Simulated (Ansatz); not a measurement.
The same path of CH2Se2 (5 atoms, charge 0, multiplicity 1) was run twice with different band settings. The coordinate that changes most is the dihedral Se1–C2–Se3–H5.

Level of theory: Ansatz, RKS PBE0-D4/def2-SVP.

Relaxed end points:

```xyz
5
Properties=species:S:1:pos:R:3
Se -0.430 -2.111 -0.535
C -0.115 -0.506 0.108
Se 0.260 0.987 -0.942
H -0.126 -0.303 1.187
H 0.411 1.932 0.182
```

```xyz
5
Properties=species:S:1:pos:R:3
Se -0.260 -1.485 -1.118
C -0.122 -0.483 0.319
Se 0.263 1.332 0.464
H -0.269 -0.912 1.322
H 0.388 1.549 -0.988
```

Common settings: movable images 7; climbing image yes; spring 5.0 eV/Å²; start path IDPP; force threshold 0.05 eV/Å; end points relaxed.

| run | optimiser | iteration limit | largest step |
| --- | --- | --- | --- |
| 1 | quadratic models (default) | 57 | default |
| 2 | lbfgs | 60 | 0.02 Å |

(1) What does each run give, and how far can it be trusted?

Answers

(1) Run 1: converged after 9 iterations, highest image 0.492 eV above the first end. A vibrational analysis at the climbing image gives one clearly imaginary mode, 432i cm⁻¹: a first-order saddle point.
Run 2: converged after 17 iterations, highest image 0.492 eV above the first end. Another band between the same ends (7 images) ends at a top of the same energy, where a vibrational analysis finds 1 clearly imaginary mode.
